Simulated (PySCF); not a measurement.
# Electronic structure of Pt⁺ (platinum, charge +1) at the MN15 level

Configuration: [Xe] 4f14 5d9, 2D determinant. Computed with PySCF 2.14 in cc-pVTZ-PP with ECP60MDF (5s5p4d2f1g, 63 functions), with scalar relativity through the core potential.

```json
{"Total energy": "-118.8407 hartree", "One-electron energy": "-202.6579 hartree", "Hartree (Coulomb) energy": "95.0120 hartree", "Exchange-correlation energy": "-11.1948 hartree", "⟨S²⟩": "1.0417", "⟨L²⟩": "7.022", "Sum of ⟨r⟩": "23.85 bohr", "Sum of ⟨r²⟩": "40.33 bohr²", "Traceless quadrupole moment −½Σ⟨3z² − r²⟩ along its main axis": "-0.220 e·bohr²", "Time after the integrals": "4.7 s of wall time on 1 thread of Neoverse-V1 (shared host)"}
```

```json
{"shell": "5s α", "electrons": "1", "mean orbital energy (eV)": "-113.28", "spread (eV)": "0", "rms radius, mean of both spins (bohr)": "1.03"}
{"shell": "5s β", "electrons": "1", "mean orbital energy (eV)": "-112.89", "spread (eV)": "0", "rms radius, mean of both spins (bohr)": "1.03"}
{"shell": "5p α", "electrons": "3", "mean orbital energy (eV)": "-68.022", "spread (eV)": "1.238", "rms radius, mean of both spins (bohr)": "1.19"}
{"shell": "5p β", "electrons": "3", "mean orbital energy (eV)": "-67.461", "spread (eV)": "0.071", "rms radius, mean of both spins (bohr)": "1.19"}
{"shell": "5d α", "electrons": "5", "mean orbital energy (eV)": "-17.252", "spread (eV)": "1.170", "rms radius, mean of both spins (bohr)": "1.82"}
{"shell": "5d β", "electrons": "4", "mean orbital energy (eV)": "-16.733", "spread (eV)": "0.230", "rms radius, mean of both spins (bohr)": "1.82"}
```

⟨L²⟩ = 7.02 against 6 for a pure D term, so this real determinant mixes terms. Energies and moments cover only the electrons outside the core potential. Spin-orbit coupling, absent here, splits the open shell strongly. ⟨S²⟩ = 1.04 against 0.75 shows spin contamination.
